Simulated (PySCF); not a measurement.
SMILES CC(C)(C)[SiH2]c1cccs1 (C8H14SSi) at its GFN2-xTB optimised geometry (Å):

```
24

C     -0.5100    -1.9665    -2.8221
C     -1.6306    -1.8760    -1.7844
C     -2.4680    -3.1534    -1.8447
C     -2.5246    -0.6819    -2.1229
Si    -0.8862    -1.6781    -0.0256
C      0.2859    -0.2161     0.0000
C      1.6502    -0.2161     0.0000
C      2.2230     1.0730     0.0000
C      1.2844     2.0538     0.0012
S     -0.3091     1.4140     0.0017
H      0.1371    -2.8179    -2.6209
H      0.1004    -1.0654    -2.8134
H     -0.9256    -2.0853    -3.8227
H     -1.8589    -4.0269    -1.6230
H     -2.8981    -3.2816    -2.8379
H     -3.2824    -3.1165    -1.1244
H     -2.9480    -0.7950    -3.1210
H     -1.9596     0.2476    -2.0990
H     -3.3458    -0.5985    -1.4139
H     -1.9608    -1.4573     0.9485
H     -0.0991    -2.8655     0.3277
H      2.2278    -1.1234     0.0013
H      3.2824     1.2601    -0.0010
H      1.4263     3.1165     0.0010
```

Calculation: PBE/def2-SVP (PySCF).

Map of the LUMO amplitude (bohr^(-3/2)) on the plane z = 1.2 Å; orbital energy -1.40 eV, overall sign arbitrary:

```
|4444444444444444444444444|
|4444444444444444444444444|
|4444444444444444444444444|
|4444444444444444444444444|
|4444444455544443444444444|
|4444444555554332334444444|
|4444445555665321234444444|
|4444445556776310134455544|
|4444445567897410245555544|
|4444455567998533466655544|
|4444555556786545677655544|
|4445555555553346887655544|
|4455555554321136887655544|
|4455555554210036876655544|
|4455556654200135666555544|
|4455556774211235565555444|
|4455556664322344555555444|
|4455555555433444555554444|
|4455555555444444555544444|
|4455555554445555554444444|
|4445555555555555544444444|
|4444555555555555544444444|
|4444444445555555444444444|
|4444444444555554444444444|
|4444444444444444444444444|
```
Scale: ten equal steps from -0.064 (start of '0') to 0.065 (end of '9'), in the order '0123456789'; x runs from -5.50 to 5.50, y from -5.50 (bottom) to 5.50 (top).
